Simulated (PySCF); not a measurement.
**Working out the ionisation energy of N²⁺**

N²⁺ [He] 2s2 2p1 (2P) → N³⁺ [He] 2s2 (1S). Calculation: PySCF 2.14, in Sapporo-DZP-2012 (4s3p1d, 18 functions); the spin-free X2C one-electron Hamiltonian (Gaussian nucleus). Frozen: 1s2. Energies in hartree (1 hartree = 27.21139 eV):

```tsv
part	N²⁺ (lower)	N³⁺ (upper)
UHF	-52.833470	-51.100677
CCSD correlation	-0.077588	-0.085337
(T)	-0.000603	0.000000
```

Task: What does Hartree-Fock give?

Result: (-51.100677) − (-52.833470) = 1.732793 hartree = 47.152 eV.

Task: What do CCSD and CCSD(T) give?

Result: The CCSD correlation energies differ by -0.007749 hartree = -0.211 eV and the triples by 0.000603 hartree = 0.016 eV, so CCSD gives 46.941 eV and CCSD(T) 46.957 eV.

Reference: 47.445 eV (semi-empirical (NIST evaluation); NIST Atomic Spectra Database, ionization energies), between the lowest levels; spin-orbit coupling is absent from the calculation.

A double-zeta basis recovers only part of the correlation energy.

The coupled-cluster amplitudes are large, so a single reference is strained.

What remains against the reference includes basis incompleteness, the frozen core and higher excitations.
